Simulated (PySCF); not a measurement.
**Calculated properties of BMe2(CF3) (`FC(F)(F)B(C)C`)**

BMe2(CF3), C3H6BF3.
Z-matrix (Å and degrees, PBE0-D3(BJ)/def2-SVP geometry), rows numbered from 1:
```
B 
C   1  1.5565
H   2  1.1059  1  108.39
H   2  1.1039  1  110.22  3  -113.50
H   2  1.0982  1  115.02  3   122.04
C   1  1.5584  2  124.46  3  -118.38
H   6  1.1042  1  109.41  2   -54.72
H   6  1.0977  1  115.78  2  -178.52
H   6  1.1051  1  108.38  2    59.02
C   1  1.6132  2  118.06  3    60.30
F  10  1.3415  1  115.15  2     2.00
F  10  1.3479  1  110.07  2  -118.56
F  10  1.3469  1  110.63  2   122.95
```

From PBE0-D3(BJ)/def2-SVP geometry optimisation, gas phase (PySCF):

```
Rotational constants A, B, C : 3.237, 2.196, 1.739 GHz
```

**B3LYP/def2-SVPD ground state and vertical TDDFT (core frozen in the response) (PySCF)**

```
Dipole moment                                                     : 2.74 D
HOMO energy                                                       : -9.09 eV
LUMO energy                                                       : -1.74 eV
HOMO–LUMO gap                                                     : 7.35 eV
Lowest singlet excitation                                         : 5.96 eV (208 nm, f = 0.000)
Strongest line among the 10 lowest singlet transitions            : S5 at 8.40 eV (148 nm, f = 0.163)
Lowest triplet excitation (Tamm–Dancoff)                          : 5.39 eV
Static isotropic polarisability                                   : 54.4 au
Electronic spatial extent ⟨r²⟩ about the centre of nuclear charge : 762 bohr²
```

B3LYP/pcSseg-1 ground state and GIAO shieldings, non-relativistic (PySCF):

```
13C chemical shifts (computed TMS as zero) by class         : 134.7 (C10), 12.4 (C2/C6) ppm
1H chemical shifts (computed TMS as zero) by class          : 1.11 (H3/H4/H5/H7/H8/H9) ppm
Isotropic shieldings of nuclei other than C and H, by class : 15 (B1), 263 (F11/F12/F13) ppm
```

**B3LYP/pcJ-1 indirect spin-spin coupling, non-relativistic, gas phase; spin–dipole term left out for some pairs (PySCF)**

```
Largest of the computed one-bond spin–spin couplings (means over like bonds) : 19F–13C -359.7 (F11–C10 and 2 like it), 13C–1H +125.8 (C2–H3 and 5 like it), 13C–11B +86.1 (C10–B1), 13C–11B +54.0 (C2–B1 and 1 like it) Hz
```

**delta-SCF UKS SCAN, pcX-2 on the ionised atom, pcseg-1 elsewhere, spin-free X2C (PySCF)**

```
Core binding energies : B1s 196.7 (B1), C1s 290.7 (C2/C6), C1s 297.3 (C10), F1s 693.6 (F11/F12/F13) eV
```

Monoisotopic mass (most abundant isotopes): 110.0515 u.

The 10 singlets span 5.96 to 9.11 eV, and their oscillator strengths add up to 0.31. The polarisability is 8.06 Å³ as a volume (1 au = 0.148185 Å³), or 0.97 au for each of the 56 electrons. The principal polarisabilities are 47.7, 56.2 and 59.4 au; their mean is the isotropic value. No computed singlet falls in the visible range (750 to 380 nm, 1.65 to 3.26 eV); S1 lies 2.70 eV above its blue end.

 NMR classes are plain means over equivalent atoms (diastereotopic ones count apart unless rotation or inversion swaps them), as if these changed places fast; in this geometry the members of some classes differ.
